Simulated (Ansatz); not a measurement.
Cartesian coordinates (Å):
SMILES: O(C)C=C
```xyz
10

C      1.4090    -0.1699    -0.3026
C      0.6937     0.8182     0.2162
O     -0.6325     0.8465     0.4477
C     -1.3673    -0.3072     0.1025
H      0.9854    -1.1124    -0.6139
H      2.4725    -0.0343    -0.4242
H      1.1447     1.7542     0.5204
H     -2.4031    -0.1021     0.3575
H     -1.2865    -0.5163    -0.9673
H     -1.0158    -1.1768     0.6638
```
Charge 0, multiplicity 1.

Calculation: frozen-core CCSD(T)/def2-TZVPP // CAM-B3LYP-D3(BJ)/def2-TZVP run with Ansatz (a first-principles code).

```
Property                       Result
----------------------  -------------
HF energy               -191.99887 Ha
MP2 correlation energy    -0.73822 Ha
```

Task: Estimate the CCSD correlation energy, the (T) correction, the total energy and the T1 diagnostic.

Result: 
```
Property                        Result
-----------------------  -------------
CCSD correlation energy    -0.77008 Ha
(T) correction             -0.03166 Ha
CCSD(T) total energy     -192.80061 Ha
T1 diagnostic                    0.012
```
